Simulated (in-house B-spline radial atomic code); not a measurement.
The outermost shell (largest non-relativistic mean radius) with and without relativity; Dirac values are averaged over j. Computed with a B-spline radial code for spherical atoms: non-relativistic Hartree-Fock and Dirac-Hartree-Fock, averages of the configuration (point nuclei without relativity, finite nuclei with it).

| ion | configuration | outermost shell | radius non-relativistic (bohr) | radius Dirac (bohr) | radius change (%) | level non-relativistic (eV) | level Dirac (eV) | spin-orbit splitting (eV) |
| --- | --- | --- | --- | --- | --- | --- | --- | --- |
| Mg2+ | [He] 2s2 2p6 | 2s | 0.69036 | 0.68867 | -0.24558 | -121.987 | -122.36 | - |
| Al2+ | [Ne] 3s1 | 3s | 2.2362 | 2.2321 | -0.18522 | -28.056 | -28.107 | - |
| Si2+ | [Ne] 3s2 | 3s | 1.9863 | 1.982 | -0.21323 | -32.163 | -32.23 | - |
| P2+ | [Ne] 3s2 3p1 | 3p | 1.9841 | 1.9836 | -0.026514 | -29.673 | -29.664 | 0.073556 |
| S2+ | [Ne] 3s2 3p2 | 3p | 1.7773 | 1.7765 | -0.04224 | -33.740 | -33.732 | 0.1121 |
| Cl2+ | [Ne] 3s2 3p3 | 3p | 1.6115 | 1.6105 | -0.05877 | -37.906 | -37.9 | 0.16353 |
| Ar2+ | [Ne] 3s2 3p4 | 3p | 1.4753 | 1.4741 | -0.076256 | -42.179 | -42.176 | 0.23041 |
